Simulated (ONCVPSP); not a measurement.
## S (Z = 16): ONCV pseudisation with PBE, scalar-relativistic reference atom.

* Element: S
* Generator: ONCVPSP 4.0.1
* Type: optimised norm-conserving Vanderbilt (ONCV)
* Functional: PBE
* Relativity: scalar-relativistic
* Frozen core: [He]
* Valence charge: 14
* Reference configuration: 2s2 2p6 3s2 3p2 (charge +2)
* Partial waves: 2s+3s: rc 0.75 bohr, ncon 4, nbas 9, qcut 17 1/bohr, 2 projectors; 2p+3p: rc 0.65 bohr, ncon 3, nbas 7, qcut 19.5 1/bohr, 3 projectors, debl 1.1 Ha
* Local potential: polynomial inside 0.50 bohr (lpopt 5, dvloc0 1 Ha)
* Core correction: Teter function, fcfact 2.75, rcfact 1.75

Poles of the logarithmic derivatives, all-electron (AE) and pseudo (PS). s: poles at -6.4 (AE) and -6.4 (PS) Ha. p: poles at -3.5 (AE) and -3.5 (PS) Ha. Test radii: s 0.76, p 0.66 bohr.

- Cutoffs needed: 159 Ha and 177 Ha (the cutoffs (Ha) at which the residual kinetic energy of the hardest occupied pseudo-wave falls to 1 and 0.1 mHa per electron)
- Ghost test: no bound ghost flagged; no localised positive-energy state flagged
- Largest excitation error: +4.8 meV (all-electron minus pseudo) for 2s2 2p6 3s1 3p5, out of 4 test configurations
- rms error of d²Exc/dni dnj: 1.94 mHa without and 2.59 mHa with the model core
